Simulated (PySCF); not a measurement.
C5H13O3Si (cation, charge +1), SMILES C=C[Si](OC)(OC)[OH+]C (GFN2-xTB optimised geometry):

```
22

C     -2.238     2.033    -0.991
C     -1.610     1.410     0.000
Si    -1.084    -0.383     0.000
O     -1.079    -1.223     1.360
C     -2.071    -1.661     2.271
O     -1.429    -1.028    -1.405
C     -1.644    -2.294    -2.010
O      0.767    -0.383     0.000
C      1.545     0.369    -0.932
H     -2.490     1.530    -1.909
H     -2.522     3.070    -0.917
H     -1.397     1.974     0.902
H     -1.589    -2.351     2.962
H     -2.880    -2.169     1.749
H     -2.474    -0.812     2.820
H     -0.778    -2.540    -2.625
H     -1.792    -3.070    -1.261
H     -2.529    -2.215    -2.640
H      1.203    -0.464     0.860
H      1.011     0.350    -1.878
H      1.660     1.403    -0.605
H      2.522    -0.097    -1.054
```

Method: PBE0/def2-SVP (PySCF 2.14.0).

Problem. What are the frontier orbital energies?

Solution. HOMO-2 -12.84 eV, HOMO-1 -12.71 eV, HOMO -12.07 eV, LUMO -4.69 eV, LUMO+1 -3.47 eV.

On the same geometry PBE/def2-SVP (PySCF 2.14.0) gives HOMO-2 -11.29 eV, HOMO-1 -11.11 eV, HOMO -10.84 eV, LUMO -5.67 eV, LUMO+1 -4.51 eV.

Meta-Löwdin charges at PBE0/def2-SVP: C1 -0.12, C2 -0.39, Si3 1.38, O4 -0.60, C5 -0.08, O6 -0.59, C7 -0.07, O8 -0.40, C9 -0.09, H10 0.13, H11 0.14, H12 0.13, H13 0.14, H14 0.12, H15 0.12, H16 0.12, H17 0.11, H18 0.13, H19 0.39, H20 0.15, H21 0.14, H22 0.15.
